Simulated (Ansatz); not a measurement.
Molecule: C$_{4}$H$_{3}$N$_{2}$ (charge 0, doublet). It need not be the lowest isomer of its formula. 
Geometry from a B3LYP-D3(BJ)/def2-TZVP (Ansatz, a first-principles code) optimisation:
```xyz
9

C     -0.2980    -1.3174    -0.1740
C     -1.3334    -0.4010    -0.0894
C     -0.9069     0.9110     0.0876
N      0.3835     1.2511     0.1682
C      1.2687     0.2750     0.0717
N      0.9454    -1.0208    -0.1003
H     -2.3789    -0.6637    -0.1531
H     -1.6269     1.7194     0.1679
H      2.3204     0.5262     0.1341
```
Charge 0, spin multiplicity 2.

Property: atomisation energy (electronic, to ground-state atoms), in eV. Valence correlation only, unless marked. UHF or UKS for open shells. No spin-orbit coupling. No relativistic terms. The coupled-cluster limit lacks core correlation, which all-electron functionals hold. Basis-set limits of correlation are two-point, X^-3; Hartree-Fock from the larger set.

```csv
level,program,atomisation energy (eV),minus last row
B3LYP-D3(BJ)/def2-TZVPD,Ansatz + dftd3,43.76,0.79
PBE0/def2-QZVPP,Ansatz,44.20,1.23
MP2/6-31G,Ansatz,35.15,-7.82
SCS-MP2/6-31G*,Ansatz,39.00,-3.97
SCS-MP2/cc-pVDZ,Ansatz,38.92,-4.05
CCSD/cc-pVQZ,Ansatz,41.19,-1.78
"CCSD(T)/CBS(cc-pVTZ,cc-pVQZ)",Ansatz,42.97,0.00
```

The UHF reference is spin-contaminated (<S^2> 0.48 over the pure value in the largest basis). The T1 diagnostic of CCSD in the largest basis is 0.046, which is high, so the coupled-cluster rows are less sure than usual.
